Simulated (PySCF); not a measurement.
## Mayer bond orders and bond lengths

C8H9NSi.
Atom-mapped SMILES: `[CH3:1][C:2]#[C:3]/[CH:4]=[CH:5]/[C:6]([C:7]#[N:8])=[CH:9]\[SiH3:10]` (hydrogens: H11, H12, H13 on C1; H14 on C4; H15 on C5; H16 on C9; H17, H18, H19 on Si10)

Structure used (GFN2-xTB), in Å, numbered top down from 1:
```
atom  x, y, z in Å
C1     4.0011   -1.7970    0.7373
C2     2.5873   -1.5895    0.5367
C3     1.4061   -1.4165    0.3709
C4     0.0290   -1.2361    0.1769
C5    -0.5225   -0.0510   -0.1353
C6    -1.9386    0.1417   -0.3451
C7    -2.7836   -0.9885   -0.1850
N8    -3.4920   -1.8820   -0.0605
C9    -2.5105    1.3180   -0.6835
Si10  -1.6143    2.9500   -0.9508
H11    4.5653   -0.9426    0.3638
H12    4.2091   -1.9207    1.8004
H13    4.3243   -2.6954    0.2113
H14   -0.5887   -2.1202    0.2902
H15    0.0984    0.8274   -0.2470
H16   -3.5867    1.3156   -0.8121
H17   -0.9185    3.3407    0.2786
H18   -2.6286    3.9445   -1.2964
H19   -0.6463    2.8108   -2.0427
```

Bond orders from the PBE0/pcSseg-1 density (PySCF). Isolated species at its GFN2-xTB geometry (one conformer only).

Question: How far do the computed orders between heavy atoms stray from the drawn ones?

Answer: The largest departure is 0.726, at C2–C3 (drawn triple, 2.274). Drawn single, order above 1.12: C1–C2 (1.245), C3–C4 (1.219) and C5–C6 (1.134). Drawn double or triple, more than 0.30 short of the drawn order: C2–C3 (2.274).

Question: Give the Mayer order of every bond, beside its length.

Answer: 
```tsv
bond	drawn as	length (Å)	Mayer order
C1–C2	single	1.443	1.245
C2–C3	triple	1.205	2.274
C3–C4	single	1.402	1.219
C4–C5	double	1.344	1.720
C5–C6	single	1.444	1.134
C6–C7	single	1.420	1.019
C7–N8	triple	1.147	3.006
C6–C9	double	1.351	1.754
C9–Si10	single	1.881	0.887
C1–H11	single	1.090	0.926
C1–H12	single	1.090	0.923
C1–H13	single	1.090	0.924
C4–H14	single	1.084	0.902
C5–H15	single	1.081	0.946
C9–H16	single	1.084	0.910
Si10–H17	single	1.466	0.943
Si10–H18	single	1.462	0.952
Si10–H19	single	1.466	0.943
```

By pair of heavy elements: C–C: lowest C6–C7 (1.019, 1.420 Å), highest C2–C3 (2.274, 1.205 Å); in 4 of the 21 pairs the longer bond (by over 0.003 Å) has the higher order (by 0.02 or more).

Question: Sum the orders of all bonds at each heavy atom with more than one neighbour and set the sums beside the valence in the SMILES.

Answer: C1 4.018 (drawn 4), C2 3.519 (drawn 4), C3 3.493 (drawn 4), C4 3.841 (drawn 4), C5 3.800 (drawn 4), C6 3.907 (drawn 4), C7 4.025 (drawn 4), C9 3.551 (drawn 4), Si10 3.725 (drawn 4). Orders between atoms that aren't bonded are not in these sums.

The Mayer order sums products of elements of PS (density times overlap matrix) between the two atoms' basis functions, so it depends on the basis set.
